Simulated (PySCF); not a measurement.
Mg(H)(OH) (H2MgO), SMILES [OH][MgH]. Heavy atoms are numbered as in [MgH:1][OH:3]. Hydrogens are named by the atom that carries them.

Geometry: B3LYP-D3(BJ)/def2-TZVPD.

These are CAM-B3LYP/def2-TZVPD in PySCF values and carry that method's errors.

Mulliken values depend strongly on the basis, most of all with diffuse functions as here. Atomic charges (e), one atom of each kind:

| atom | Mulliken | meta-Löwdin |
|---|---|---|
| Mg1 (MgH) | 0.79 | 1.32 |
| H on Mg1 | -0.20 | -0.47 |
| O3 (OH) | -0.82 | -1.19 |
| H on O3 | 0.23 | 0.33 |
